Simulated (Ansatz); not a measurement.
Computed with Ansatz on PBE0-D4/def2-TZVP structures; ΔE is electronic, products minus reactants. CBS: MP2 limit from def2 TZ/QZ plus the TZ coupled-cluster correction, frozen cores. This one scheme is used for every species. Functionals use def2-TZVPP. B3LYP here is the variant with VWN-RPA as its local correlation; programs differ in this. HSE06 is defined as in plane-wave codes. Open shells (•) are unrestricted, without spin–orbit coupling. Elements past krypton have def2 core potentials. For Se, Sn outer-core shells are correlated without core-valence functions, which leaves a few kJ/mol of doubt a bond. Scalar relativity is left out up to krypton. Each species was taken in one conformer, which may not be the lowest.

Reaction (homolysis of the O–Sn bond): `[OH][SnH2][SeH]` → `[OH]`• + `[SeH][SnH2]`•

| level | ΔE (kcal/mol) | difference from CCSD(T)/CBS |
| --- | --- | --- |
| LDA (SPW92) | 107.9 | 11.2 |
| PBE-D4 | 91.6 | -5.1 |
| revPBE-D4 | 87.4 | -9.3 |
| BLYP-D4 | 87.6 | -9.1 |
| r2SCAN-D4 | 88.4 | -8.3 |
| B97M-V | 91.4 | -5.3 |
| PBE0-D4 | 88.8 | -7.9 |
| B3LYP-D4 | 87.5 | -9.2 |
| r2SCANh-D4 | 87.1 | -9.6 |
| r2SCAN0-D4 | 85.3 | -11.4 |
| HSE06-D4 | 88.8 | -7.9 |
| BHLYP-D4 | 84.0 | -12.7 |
| CAM-B3LYP-D4 | 90.7 | -6.0 |
| ωB97X-V | 93.6 | -3.1 |
| ωB97M-V | 92.1 | -4.6 |
| B2PLYP | 90.4 | -6.3 |
| PBE-QIDH | 91.9 | -4.8 |
| PBE | 90.6 | -6.1 |
| revPBE | 84.9 | -11.8 |
| r2SCAN | 88.1 | -8.6 |
| B3LYP | 85.9 | -10.8 |
| r2SCANh | 86.8 | -9.9 |
| r2SCAN0 | 85.0 | -11.7 |
| HSE06 | 87.9 | -8.8 |
| BHLYP | 82.7 | -14.0 |
| CAM-B3LYP | 89.8 | -6.9 |
| LC-ωPBE | 91.9 | -4.8 |
| RPA@PBE/def2-TZVPP | 85.5 | -11.2 |
| HF/def2-SVP | 56.0 | -40.7 |
| CCSD(T)/def2-SVP | 84.9 | -11.8 |
| HF/def2-TZVPP | 59.1 | -37.6 |
| SCS-MP2/def2-TZVPP | 96.3 | -0.4 |
| CCSD/def2-TZVPP | 88.8 | -7.9 |
| CCSD(T)/def2-TZVPP | 91.6 | -5.1 |
| HF/def2-QZVPP | 59.6 | -37.1 |
| MP2/def2-QZVPP | 102.5 | 5.8 |
| SCS-MP2/def2-QZVPP | 99.4 | 2.7 |
| HF/CBS(def2) | 59.7 | -37.0 |
| MP2/CBS(def2) | 104.5 | 7.8 |
| CCSD/CBS(def2) | 93.8 | -2.9 |
| CCSD(T)/CBS | 96.7 | 0 |

Largest T1 diagnostic among the species: 0.015.

The D4 term adds +1.6 kcal/mol with B3LYP and +0.9 kcal/mol with PBE0; it sums over pairs of atoms, weighted by their polarisabilities, and B3LYP, whose exchange is more repulsive, gets the larger term. From BLYP to BHLYP (50 % exact exchange), in def2-TZVPP and without D4, ΔE moves by −2.8 kcal/mol: exact exchange takes away binding that semilocal exchange gives to molecules. At CCSD(T), def2-SVP lies −11.8 kcal/mol from the extrapolated value and def2-TZVPP −5.1 kcal/mol: correlation converges slowly with the basis, and small sets miss more of it in the bonded molecule than in its fragments.
